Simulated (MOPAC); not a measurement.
MOPAC input (MNDO):

```
MNDO 1SCF GEO-OK AUX(PRECISION=9) THREADS=1
Ga2O

Ga   -0.00000000 1   -0.00000000 1   -1.81337600 1
O     0.00000000 1    0.00000000 1    0.00000000 1
Ga    0.00000000 1    0.00000000 1    1.81337600 1
```

From the output:

```
                                                       MOPAC v23.2.5 Linux

          FINAL HEAT OF FORMATION =        -14.06260 KCAL/MOL =     -58.83790 KJ/MOL

          COSMO AREA              =        107.09 SQUARE ANGSTROMS
          COSMO VOLUME            =         88.75 CUBIC ANGSTROMS

          IONIZATION POTENTIAL    =          8.858151 EV
          HOMO LUMO ENERGIES (EV) =         -8.858  1.997
          NO. OF FILLED LEVELS    =          6
          MOLECULAR WEIGHT        =        155.4694         POINT GROUP:  D*h

          MOLECULAR DIMENSIONS (Angstroms)

            Atom       Atom       Distance
           Ga     3   Ga     1     3.62675
           Ga     3   Ga     1     0.00000
           Ga     1    O     2     0.00000

          SCF CALCULATIONS        =          1

   ATOM   CHEMICAL          X               Y               Z
  NUMBER   SYMBOL      (ANGSTROMS)     (ANGSTROMS)     (ANGSTROMS)

     1      Ga         -0.00000000  *  -0.00000000  *  -1.81337600  *
     2       O          0.00000000  *   0.00000000  *   0.00000000  *
     3      Ga          0.00000000  *   0.00000000  *   1.81337600  *

                             CARTESIAN COORDINATES

   1   Ga       -0.000000000    -0.000000000    -1.813376000
   2    O        0.000000000     0.000000000     0.000000000
   3   Ga        0.000000000     0.000000000     1.813376000

           Empirical Formula: O Ga2  =     3 atoms

      MOLECULAR POINT GROUP   :   D*h

                  EIGENVALUES
 -33.74389 -13.44238 -12.12471  -9.65675  -9.65675  -8.85815   1.99680   1.99680
   2.85279   2.85279   3.01876   5.66752

              NET ATOMIC CHARGES AND DIPOLE CONTRIBUTIONS

  ATOM NO.   TYPE          CHARGE      No. of ELECS.   s-Pop       p-Pop
    1         Ga           0.352799        2.6472     1.96492     0.68228
    2          O          -0.705599        6.7056     1.80306     4.90254
    3         Ga           0.352799        2.6472     1.96492     0.68228
 DIPOLE           X         Y         Z       TOTAL
 POINT-CHG.     0.000     0.000     0.000     0.000
 HYBRID         0.000     0.000    -0.000     0.000
 SUM            0.000     0.000     0.000     0.000

          ATOMIC ORBITAL ELECTRON POPULATIONS

     Atom    s        px        py        pz
    1 Ga   1.96492   0.11130   0.11130   0.45967
    2  O   1.80306   1.77739   1.77739   1.34775
    3 Ga   1.96492   0.11130   0.11130   0.45967

 **********************
 *                    *
 * JOB ENDED NORMALLY *
 *                    *
 **********************

 == MOPAC DONE ==
```

The geometry given is a B3LYP-D3(BJ)/def2-TZVP minimum.
